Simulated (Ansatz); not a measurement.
Consider the formal exchange of groups at the Al–F bond: `CO[CH2][AlH][F]` + BH₃ → `[BH2][AlH][CH2]OC` + H–F.

Gas-phase electronic energies from Ansatz, PBE0-D4/def2-TZVP geometries. CCSD(T)/CBS is the MP2 limit (def2-TZVPP, def2-QZVPP) plus CCSD(T) − MP2 in def2-TZVPP, frozen cores. This one scheme is used for every species. DFT in def2-TZVPP. One conformer a species, not always the lowest.

```
        level  ΔE (kcal/mol)
       r2SCAN           49.4
HF/def2-QZVPP           64.8
```

(1) What does CCSD(T)/CBS give? (Best estimate.)

Largest T1 diagnostic among the species: 0.014.

## Answers

(1) Ansatz gave: +52.2 kcal/mol. The listed levels differ from it by -2.8, 12.6 kcal/mol.

The D4 term adds −2.1 kcal/mol with B3LYP and −1.1 kcal/mol with PBE0; it sums over pairs of atoms, weighted by their polarisabilities, and B3LYP, whose exchange is more repulsive, gets the larger term. From PBE to PBE0 (25 % exact exchange), in def2-TZVPP and without D4, ΔE moves by +3.1 kcal/mol. In def2-TZVPP, CCSD(T) changes the Hartree–Fock value by −12.0 kcal/mol (the triples alone add −1.9 kcal/mol) and MP2 by −9.5 kcal/mol.

B3LYP here is the variant with VWN-RPA as its local correlation; programs differ in this.
